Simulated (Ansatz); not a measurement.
Harmonic frequencies (cm⁻¹) at PBE0-D4/def2-TZVP from Ansatz: 99, 397, 575, 683, 759, 817, 833, 852, 924, 985, 1104, 1186, 1212, 1244, 2609, 2625, 2721, 2728.

Problem. Which molecule is it?
A. `[F+]1[InH2-][F+][InH2-]1`
B. `[AlH2-]1[Cl+][AlH2-][Cl+]1`
C. `[Cl][Al@H-]1[Cl+][Al@@H-]([Cl])[Cl+]1`
D. `[BH2-]1[F+][BH2-][F+]1`

Solution. D.
